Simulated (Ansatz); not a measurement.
Mulliken charges of AlI, SMILES `[Al][I]` from r2SCAN/def2-TZVPP in Ansatz (PBE0-D4/def2-TZVP geometry).

| atom | x (Å) | y (Å) | z (Å) | charge (e) |
| --- | --- | --- | --- | --- |
| Al1 | 0.000 | 0.000 | -0.007 | 0.271 |
| I2 | 0.000 | 0.000 | 2.545 | -0.271 |

Q: By hand: the dipole of these point charges (1 e Å = 4.8032 D).

A: Σ q r = (0.000, 0.000, -0.692) e Å, of length 0.692 e Å = 3.32 D.

Q: How does the dipole of the full density compare? (Best estimate.)

A: Ansatz gave: (0.000, 0.000, -0.328) e Å, 1.58 D; the point charges give 2.10 times that, at 0° from its direction.

Point charges leave out the atoms' own dipoles, such as those of lone pairs, and Mulliken's split depends on the basis, so the two needn't agree.
